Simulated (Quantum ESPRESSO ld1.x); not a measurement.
All-electron atom: the terbium ion Tb6+ in [Xe] 4f3 6s2 (not the ground configuration). Calculated with ld1.x of Quantum ESPRESSO 7.5: Dirac Kohn-Sham, PW91, spin-unpolarised, spherical densities, point nucleus; open shells are shared between the two j in proportion to 2j + 1.

Unscreened Slater integrals over Kohn-Sham orbitals (hartree). Large and small components are both included. Empty in this configuration: 5d3/2, 5d5/2, 6p1/2, 6p3/2.

| integral | value |
|---|---|
| F0(6p3/2,6p3/2) | 0.34140 |
| F2(6p3/2,6p3/2) | 0.18750 |
| F0(6p3/2,6p1/2) | 0.34735 |
| G2(6p3/2,6p1/2) | 0.18900 |
| F0(6p3/2,6s1/2) | 0.36016 |
| G1(6p3/2,6s1/2) | 0.23365 |
| F0(6p3/2,5d5/2) | 0.40288 |
| F2(6p3/2,5d5/2) | 0.15668 |
| G1(6p3/2,5d5/2) | 0.052803 |
| G3(6p3/2,5d5/2) | 0.051043 |
| F0(6p3/2,5d3/2) | 0.40393 |
| F2(6p3/2,5d3/2) | 0.15523 |
| G1(6p3/2,5d3/2) | 0.050653 |
| G3(6p3/2,5d3/2) | 0.049546 |
| F0(6p1/2,6p1/2) | 0.35383 |
| F0(6p1/2,6s1/2) | 0.36783 |
| G1(6p1/2,6s1/2) | 0.25061 |
| F0(6p1/2,5d5/2) | 0.41444 |
| G3(6p1/2,5d5/2) | 0.058720 |
| F0(6p1/2,5d3/2) | 0.41556 |
| G1(6p1/2,5d3/2) | 0.060873 |
| F0(6s1/2,6s1/2) | 0.38460 |
| F0(6s1/2,5d5/2) | 0.44186 |
| G2(6s1/2,5d5/2) | 0.087887 |
| F0(6s1/2,5d3/2) | 0.44319 |
| G2(6s1/2,5d3/2) | 0.084438 |
| F0(5d5/2,5d5/2) | 0.57873 |
| F2(5d5/2,5d5/2) | 0.31032 |
| F4(5d5/2,5d5/2) | 0.21158 |
| F0(5d5/2,5d3/2) | 0.58243 |
| F2(5d5/2,5d3/2) | 0.31219 |
| G2(5d5/2,5d3/2) | 0.31197 |
| G4(5d5/2,5d3/2) | 0.21270 |
| F0(5d3/2,5d3/2) | 0.58624 |
| F2(5d3/2,5d3/2) | 0.31424 |
